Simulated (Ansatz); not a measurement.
Born–Oppenheimer molecular dynamics of F₂GeH₄O (8 atoms, charge 0, multiplicity 1). It starts at the highest image of a converged band. Of that band: Neighbouring images differ by up to 1.7 eV, so the band resolves the path poorly. A vibrational analysis at the climbing image gives one clearly imaginary mode, 1337i cm⁻¹: a first-order saddle point.

The calculation used RKS BLYP/def2-SVP in Ansatz.

```yaml
ensemble: NVE (velocity Verlet)
time_step: 0.5 fs
steps_asked: 200
starting_velocities_drawn_for: 300 K
seed: 4119
```

First frame:

```xyz
8
Properties=species:S:1:pos:R:3
Ge -0.280 -0.049 -0.206
H 0.025 -1.099 1.312
F 1.150 0.860 0.265
F -1.061 1.264 -1.102
H -0.103 -1.172 -1.250
O -1.882 -0.203 0.967
H -2.297 0.634 1.276
H -0.958 -0.741 1.539
```

**Question.** How far do the bonds stretch over the last three quarters of this one trajectory? (Pairs bonded in most of those frames.)

**Answer.** 
```
  bond  mean (Å)  spread (Å)  shortest  longest
Ge1–F3     1.748       0.015      1.72     1.77
Ge1–F4     1.769       0.023      1.73     1.80
Ge1–H5     1.549       0.009      1.53     1.56
Ge1–O6     1.789       0.113      1.64     1.98
 H2–H8     0.781       0.074      0.67     0.88
 O6–H7     0.982       0.016      0.95     1.01
```

Mean temperature of the second half: 1764 K. The conserved energy stayed within 0.63 meV per atom of its start (net change -0.58 meV per atom), so the integration is sound. The kinetic energy rose, since the run started high on the potential surface and went downhill. It ends in pieces (F2GeH2O + H2), so much of that is their flight and rotation, not heat. A run of 0.1 ps of so small a system gives no equilibrium averages. The orbitals stay closed-shell, which can raise the energy where a bond breaks towards radicals; this wasn't checked here.

Run time: 4.2 min on 2 threads of Arm Neoverse V1, with other jobs on the host, peak memory 0.11 GiB.
